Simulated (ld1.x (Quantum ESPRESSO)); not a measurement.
What one change does to a pseudopotential (Cr, TM)

Cr, norm-conserving Troullier–Martins (Kleinman–Bylander form), made with ld1.x (Quantum ESPRESSO) 7.5 (LDA (PZ), scalar-relativistic). Core [Ar], reference 3d4 4s2 4p0. Waves: 4s (bound): rc 2.85 bohr; 4p (bound, empty): rc 2.30 bohr; 3d (bound): rc 1.30 bohr. Local part: all-electron potential smoothed inside 1.95 bohr (lloc = -1). Core correction: Bessel-smoothed model core inside 1.25 bohr.

Change: wave 3d (bound): rc 1.30 bohr becomes 3d (bound): rc 1.16 bohr.

Cutoffs: the cutoffs (Ry, on a coarse ladder) from which the occupation-weighted sum of valence levels, in a spherical-Bessel basis at the reference potential, stays within 10 and 1 mRy of its value at 400 Ry; they do not see the model core or the augmentation charge, which bear on the density cutoff. Errors are all-electron minus pseudo energies relative to the spin-unpolarised reference configuration.

Problem. What does the change do?

Solution. The potential gets harder (120 Ry and 140 Ry → 140 Ry and 160 Ry); of the 8 tests that both files solve, the error grows in 2 and shrinks in 1 by more than 15 % and 0.3 meV (median size 71.8 → 75.9 meV); neither file shows a bound ghost at the reference potential, the only one tested. A smaller radius makes the pseudo-wave follow the all-electron one further in, where it bends more sharply, so more plane waves are needed.

```tsv
quantity	base	changed
cutoff, loose	120 Ry	140 Ry
cutoff, tight	140 Ry	160 Ry
loose cutoff by channel (10 mRy a level)	s 6 Ry, d 100 Ry	s 6 Ry, d 120 Ry
bound ghosts	none	none
tests counted (converged, no solver errors)	8 of 9	8 of 9
error for 3d5 4s1 4p0, meV [ΔE 0.06 eV]	-117	-120
error for 3d5 4s0 4p0, meV [ΔE 7.20 eV]	-246	-253
error for 3d4 4s0 4p0, meV [ΔE 23.54 eV]	-49	-51
error for 3d4 4s1 4p0, meV [ΔE 8.31 eV]	-0.8	-1.1
error for 3d5 4s0.5 4p0, meV [ΔE 2.88 eV]	-174	-179
error for 3d4 4s1 4p1, meV [ΔE 3.67 eV]	-1.1	-1.2
error for 3d4 4s2 4p0 (spin-polarised), meV [ΔE -3.08 eV]	+91	+74
error for 3d5 4s1 4p0 (spin-polarised), meV [ΔE -4.86 eV]	-53	-78
s: phases at 3.09 bohr within 0.05 rad from the reference energy up to (Ry; the scan ends near 5)	0.0	0.0
p: phases at 3.09 bohr within 0.05 rad from the reference energy up to (Ry; the scan ends near 5)	1.0	1.0
d: phases at 3.09 bohr within 0.05 rad from the reference energy up to (Ry; the scan ends near 5)	0.8	0.9
```

Base: Tests not counted: 3d5.5 4s0.5 4p0 (solver errors, printed error +1.0 eV). Changed file: Tests not counted: 3d5.5 4s0.5 4p0 (solver errors, printed error +723 meV).
